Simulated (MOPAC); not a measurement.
MOPAC input (PM6):

```
PM6 PRECISE GNORM=0.05 LET XYZ CHARGE=-1 GEO-OK AUX(PRECISION=9) THREADS=1
H3BClN2

N     1.02382400 1   -1.28759200 1    0.77656700 1
B     0.01418100 1   -0.53367000 1    0.31036600 1
N    -1.42828000 1   -0.76422500 1    0.41480200 1
Cl    0.26503500 1    1.13851400 1   -0.70575300 1
H     1.95035500 1   -0.96102000 1    0.53217300 1
H    -1.67519700 1   -1.41322000 1    1.14831200 1
H    -2.02046900 1    0.05056900 1    0.42589700 1
```

Output:

```
 *******************************************************************************
 **                                                                           **
 **                              MOPAC v23.2.5                                **
 **                                                                           **
 *******************************************************************************
 ** MOPAC's Digital Object Identifier: https://doi.org/10.5281/zenodo.6511958 **
 **                                                                           **
 ** Please cite the open-source release paper for use of this MOPAC version:  **
 ** J. E. Moussa and J. J. P. Stewart (2026)                                  **
 ** MOPAC: An open-source semiempirical molecular orbital program             **
 ** J. Open Source Softw., 11(119), 8025, https://doi.org/10.21105/joss.08025 **
 *******************************************************************************

                              PM6 CALCULATION RESULTS

 *******************************************************************************
 *  PM6        - The PM6 Hamiltonian to be used
 *  GEO-OK     - OVERRIDE INTERATOMIC DISTANCE AND OTHER SAFETY CHECKS
 *
 *
 *
 *                 CHARGE ON SYSTEM = -1
 *
 *
 *
 *  LET        - OVERRIDE SOME SAFETY CHECKS
 *  PRECISE    - TIGHTER CRITERIA TO BE USED
 *  XYZ        - CARTESIAN COORDINATE SYSTEM TO BE USED
 *  GNORM      - EXIT WHEN GRADIENT NORM DROPS BELOW 0.050
 *  AUX        - OUTPUT AUXILIARY INFORMATION
 *******************************************************************************
PM6 PRECISE GNORM=0.05 LET XYZ CHARGE=-1 GEO-OK AUX(PRECISION=9) THREADS=1
 H3BClN2

   ATOM   CHEMICAL          X               Y               Z
  NUMBER   SYMBOL      (ANGSTROMS)     (ANGSTROMS)     (ANGSTROMS)

     1       N          1.02382400  *  -1.28759200  *   0.77656700  *
     2       B          0.01418100  *  -0.53367000  *   0.31036600  *
     3       N         -1.42828000  *  -0.76422500  *   0.41480200  *
     4      Cl          0.26503500  *   1.13851400  *  -0.70575300  *
     5       H          1.95035500  *  -0.96102000  *   0.53217300  *
     6       H         -1.67519700  *  -1.41322000  *   1.14831200  *
     7       H         -2.02046900  *   0.05056900  *   0.42589700  *

          CARTESIAN COORDINATES

    NO.       ATOM           X           Y           Z

     1         N          1.0238     -1.2876      0.7766
     2         B          0.0142     -0.5337      0.3104
     3         N         -1.4283     -0.7642      0.4148
     4        Cl          0.2650      1.1385     -0.7058
     5         H          1.9504     -0.9610      0.5322
     6         H         -1.6752     -1.4132      1.1483
     7         H         -2.0205      0.0506      0.4259

 General Reference for PM6:
 "Optimization of Parameters for Semiempirical Methods V: Modification of NDDO Approximations
 and Application to 70 Elements", J. J. P. Stewart, J. Mol. Mod., 13, 1173-1213 (2007)
 URL: https://link.springer.com/article/10.1007/s00894-007-0233-4

           Empirical Formula: H3 N2 B Cl  =     7 atoms

      MOLECULAR POINT GROUP   :   C1

      RHF CALCULATION, NO. OF DOUBLY OCCUPIED LEVELS = 12

          Geometry optimization using EF

          DIAGONAL MATRIX USED AS START HESSIAN

 CYCLE:     1  GRAD.:    33.796 HEAT: -81.33154
 CYCLE:     2  GRAD.:   175.735 HEAT: -72.26264
 CYCLE:     3  GRAD.:    77.236 HEAT: -80.69778
 CYCLE:     4  GRAD.:   342.234 HEAT: -59.85541
 CYCLE:     5  GRAD.:   138.625 HEAT: -73.00120
 CYCLE:     6  GRAD.:   130.934 HEAT: -78.48497
 CYCLE:     7  GRAD.:    43.010 HEAT: -81.59233
 CYCLE:     8  GRAD.:    72.107 HEAT: -79.99182
 CYCLE:     9  GRAD.:    24.410 HEAT: -82.37509
 CYCLE:    10  GRAD.:   117.559 HEAT: -78.04417
 CYCLE:    11  GRAD.:     7.044 HEAT: -82.58951
 CYCLE:    12  GRAD.:     9.248 HEAT: -82.56845
 CYCLE:    13  GRAD.:     0.915 HEAT: -82.64761
 CYCLE:    14  GRAD.:     0.734 HEAT: -82.65046
 CYCLE:    15  GRAD.:     0.929 HEAT: -82.65692
 CYCLE:    16  GRAD.:     0.605 HEAT: -82.65856
 CYCLE:    17  GRAD.:     0.701 HEAT: -82.66095
 CYCLE:    18  GRAD.:     1.172 HEAT: -82.66556
 CYCLE:    19  GRAD.:     1.454 HEAT: -82.67152
 CYCLE:    20  GRAD.:     1.476 HEAT: -82.67825
 CYCLE:    21  GRAD.:     0.499 HEAT: -82.68089
 CYCLE:    22  GRAD.:     0.291 HEAT: -82.68166
 CYCLE:    23  GRAD.:     0.107 HEAT: -82.68175
 CYCLE:    24  GRAD.:     0.055 HEAT: -82.68178
 CYCLE:    25  GRAD.:     0.058 HEAT: -82.68179
 CYCLE:    26  GRAD.:     0.026 HEAT: -82.68180

     GRADIENT =  0.02576 IS LESS THAN CUTOFF =  0.05000

 -------------------------------------------------------------------------------
 PM6 PRECISE GNORM=0.05 LET XYZ CHARGE=-1 GEO-OK AUX(PRECISION=9) THREADS=1
 H3BClN2

     GEOMETRY OPTIMISED USING EIGENVECTOR FOLLOWING (EF).
     SCF FIELD WAS ACHIEVED

                              PM6 CALCULATION
                                                       MOPAC v23.2.5 Linux

          FINAL HEAT OF FORMATION =        -82.68180 KCAL/MOL =    -345.94063 KJ/MOL

          COSMO AREA              =        104.40 SQUARE ANGSTROMS
          COSMO VOLUME            =         88.33 CUBIC ANGSTROMS

          GRADIENT NORM           =          0.02576          =       0.00973 PER ATOM
          IONIZATION POTENTIAL    =          4.001394 EV
          HOMO LUMO ENERGIES (EV) =         -4.001  6.319
          NO. OF FILLED LEVELS    =         12
          MOLECULAR WEIGHT        =         77.3001         POINT GROUP:  C1

          MOLECULAR DIMENSIONS (Angstroms)

            Atom       Atom       Distance
            H     7    H     5     4.05641
            H     6   Cl     4     3.42014
            N     3    H     5     0.41196

          SCF CALCULATIONS        =         27

   ATOM   CHEMICAL          X               Y               Z
  NUMBER   SYMBOL      (ANGSTROMS)     (ANGSTROMS)     (ANGSTROMS)

     1       N          1.04367984  *  -1.25322181  *   0.74910404  *
     2       B         -0.00227584  *  -0.55905239  *   0.30389143  *
     3       N         -1.46831134  *  -0.79410539  *   0.38848391  *
     4      Cl          0.27805326  *   1.11650305  *  -0.67164182  *
     5       H          1.95225595  *  -0.92378772  *   0.51218420  *
     6       H         -1.66856288  *  -1.27532073  *   1.25043427  *
     7       H         -1.97710699  *   0.07236998  *   0.36314675  *

                             CARTESIAN COORDINATES

   1    N        1.043679845    -1.253221806     0.749104039
   2    B       -0.002275836    -0.559052394     0.303891426
   3    N       -1.468311335    -0.794105393     0.388483911
   4   Cl        0.278053261     1.116503049    -0.671641817
   5    H        1.952255952    -0.923787723     0.512184204
   6    H       -1.668562883    -1.275320728     1.250434266
   7    H       -1.977106988     0.072369982     0.363146752

           Empirical Formula: H3 N2 B Cl  =     7 atoms

      MOLECULAR POINT GROUP   :   C1

                  EIGENVALUES
 -25.46993 -22.85868 -21.33079 -12.50897 -12.10333  -9.27824  -8.36512  -6.79086
  -5.84879  -5.46685  -4.30674  -4.00139   6.31908   7.44076   8.18596   9.89719
  10.81046  11.60642  12.54140 100.21800 100.24268 100.29910 100.45292 100.45926

              NET ATOMIC CHARGES AND DIPOLE CONTRIBUTIONS

  ATOM NO.   TYPE          CHARGE      No. of ELECS.   s-Pop       p-Pop       d-Pop
    1          N          -0.688909        5.6889     1.68026     4.00865
    2          B           0.169728        2.8303     0.97986     1.85041
    3          N          -0.524177        5.5242     1.57038     3.95380
    4         Cl          -0.574863        7.5749     1.99443     5.57786     0.00258
    5          H           0.217616        0.7824     0.78238
    6          H           0.197427        0.8026     0.80257
    7          H           0.203177        0.7968     0.79682
 DIPOLE           X         Y         Z       TOTAL
 POINT-CHG.    -1.862     0.672     0.569     2.060
 HYBRID         0.161     1.423     0.118     1.437
 SUM           -1.701     2.095     0.687     2.785

          ATOMIC ORBITAL ELECTRON POPULATIONS

     Atom    s        px        py        pz      x^2-y^2     xz        z^2       yz        xy
    1  N   1.68026   1.12436   1.42259   1.46170
    2  B   0.97986   0.74316   0.53956   0.56769
    3  N   1.57038   1.20920   1.31072   1.43388
    4 Cl   1.99443   1.98133   1.70327   1.89326   0.00050   0.00030   0.00027   0.00079   0.00072
    5  H   0.78238
    6  H   0.80257
    7  H   0.79682

 **********************
 *                    *
 * JOB ENDED NORMALLY *
 *                    *
 **********************

 == MOPAC DONE ==
```

The dipole moment of an ion depends on the origin.

The geometry given is a B3LYP-D3(BJ)/def2-TZVP minimum.
